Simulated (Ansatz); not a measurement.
Energy needed to pull apart CH2BFO (SMILES O=CBF), singlet, into free ground-state atoms, from the structure below (displaced at random from a GFN2-xTB minimum); no zero-point or spin–orbit terms; open-shell atoms are treated unrestricted, in their ground-state multiplicity.

```xyz
6
angstrom
O 0.4358 -0.1602 -1.8673
C 0.5380 0.1831 -0.6251
B -0.4251 -0.2252 0.5959
F -0.1603 -1.1125 1.3968
H 1.2903 0.9008 -0.3331
H -1.4885 0.4685 0.8192
```

Computed with Ansatz 0.2.0 (basis: def2-TZVPP); correlated methods freeze the cores.

```tsv
method	atomization energy (eV)
PBE-D4	?
r2SCAN-D4	25.62
B97M-V	25.51
PBE0-D4	25.51
r2SCAN0-D4	24.84
wB97M-V	25.54
HF	18.08
MP2	?
CCSD	24.22
CCSD(T)	24.75
```

What does PBE-D4 give? (To be estimated.)

By the calculation: 26.46 eV, which is about 1.71 eV more than CCSD(T)/def2-TZVPP.

What does MP2 give? (To be estimated.)

By the calculation: 25.73 eV, which is about 0.98 eV more than CCSD(T)/def2-TZVPP.

In triple zeta the MP2 and coupled-cluster atomization energies are still short of their basis limit by a few kcal/mol a bond, whereas those of the functionals are nearly converged, so these differences are not deviations from converged CCSD(T).

The T1 diagnostic stays at or below 0.018. The restricted Hartree–Fock reference is unstable towards an unrestricted one here.

For scale, one of the runs: CCSD(T)/def2-TZVPP forces, 152 basis functions (an equivalent command: `ansatz run in.yaml --threads 4`). The run took 69 s on 4 CPU threads (shared host), with 2.1 GiB of host memory at its peak.
